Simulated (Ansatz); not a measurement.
## Redistribution: C2H2F4 + CH2ClI → C2H2F3I + CH2ClF

Gas-phase species: C2H2F4 (norflurane) `FCC(F)(F)F`, singlet; CH2ClI (chloroiodomethane) `ClCI`, singlet; C2H2F3I `FC(F)(F)CI`, singlet; CH2ClF `FCCl`, singlet. The partners trade F for I; both sit on C, so the bond types are kept.

Shapes, held fixed at every level: PBE0-D4/def2-TZVP. Programs: Ansatz 0.2.0. The zero-point and thermal change to 298 K, harmonic and unscaled (PBE0-D4/def2-TZVP), is 0.0 kJ/mol.

```
                level                   kind  ΔH(298 K) (kJ/mol)  less CCSD(T)/def2-TZVPP
          HF/def2-SVP           Hartree–Fock               -16.4                     +2.9
        HF/def2-TZVPP           Hartree–Fock               -15.2                     +4.1
  B3LYP-D4/def2-TZVPP          global hybrid               -17.5                     +1.8
r2SCAN0-D4/def2-TZVPP          global hybrid               -19.5                     -0.2
    B2PLYP/def2-TZVPP          double hybrid               -17.0                     +2.3
     CCSD(T)/def2-SVP  coupled cluster or CI               -19.9                     -0.6
      CCSD/def2-TZVPP  coupled cluster or CI               -18.7                     +0.6
   CCSD(T)/def2-TZVPP  coupled cluster or CI               -19.3                      0.0
```

The highest level, CCSD(T)/def2-TZVPP, gives ΔH(298 K) = -19.3 kJ/mol; the levels span -19.9 to -15.2. The column of differences is taken from that level and isn't an error. No measured value is set beside it here. For atoms past krypton def2 sets carry core potentials with scalar relativity. Outer-core shells of I are correlated, in sets that cover them unevenly.
